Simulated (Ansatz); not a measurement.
H3OSi (SMILES [O][SiH3]), doublet, at a GFN2-xTB geometry, atoms displaced at random by about 0.1 Å a coordinate. Base run: HF/3-21G (Ansatz, a quantum-chemistry and plane-wave program).

The Ansatz input:
Ansatz 0.2 input:
```yaml
crystal:
  periodic: [false, false, false]
  atoms:
    - {symbol: O, position_ang: [1.24207886, 0.05857086, -0.24514093]}
    - {symbol: Si, position_ang: [-0.56275399, -0.03574308, -0.08845409]}
    - {symbol: H, position_ang: [-1.26585687, 1.40818448, -0.22817565]}
    - {symbol: H, position_ang: [-0.85301754, -0.68830954, 1.40669770]}
    - {symbol: H, position_ang: [-1.19535526, -1.03765935, -0.69866020]}
basis:
  gaussian:
    orbitals: 3-21G.json
hamiltonian:
  xc: hf
magnetization: {spin_polarized: true, initial_magnetization: 1}
relax: {}
```
The basis file holds 3-21G in the JSON format of the Basis Set Exchange.

Each row names what was changed in the base input (with any setting that the change needs).

```tsv
change	ΔE vs base (µEh)	optimiser steps
base	0.0	7
relax = max_displacement: 0.02	0.0	16
relax = max_displacement: 0.5	0.5	6
relax = escape_saddle: false	0.0	7
relax = f_tol: 0.1	1.6	6
relax = f_tol: 0.0005	-0.1	8
relax = f_tol: 0.002	-0.1	8
```
